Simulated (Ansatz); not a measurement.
The same atomization along the group O, S, Se, Te.

Program: Ansatz. Geometries: PBE0-D4/def2-TZVP. ΔE: electronic, gas phase. CCSD(T)/CBS is the MP2 limit (def2-TZVPP, def2-QZVPP) plus CCSD(T) − MP2 in def2-TZVPP, frozen cores. Small cases extrapolate CCSD(T) itself. For atomizations the MP2-based limit and the directly extrapolated one differ by several kJ/mol either way, and by 10 to 25 for some Ge, Se and Sn compounds, so smaller differences from it don't rank the levels. No spin–orbit coupling; open shells (•) take unrestricted orbitals. Spin–orbit coupling would lower the free atoms: a little for C, O, S, Si; clearly for Se; strongly for Te. Elements past krypton have def2 core potentials. Bonds to Se, Te are less sure, by a few kJ/mol each and by 10 to 20 or more in all where they break to atoms, as the def2 sets lack core-valence functions. Scalar relativity is left out up to krypton. One conformer a species, not always the lowest.

Problem. Order these by ΔE at CCSD(T)/CBS, lowest first. (An estimate is asked.)
A. `C[SiH2][Te][SiH3]` → C• + 8 H• + Te• + 2 Si•
B. `C[SiH2]S[SiH3]` → C• + 8 H• + S• + 2 Si•
C. `C[SiH2]O[SiH3]` → C• + 8 H• + O• + 2 Si•
D. `C[SiH2][Se][SiH3]` → C• + 8 H• + Se• + 2 Si•

Solution. A (+903.7 kcal/mol), D (+924.0 kcal/mol), B (+939.1 kcal/mol), C (+1006.2 kcal/mol).

Largest T1 diagnostic: 0.012, for Si•.

Extrapolated directly: `C[SiH2]O[SiH3]` → C• + 8 H• + O• + 2 Si•.
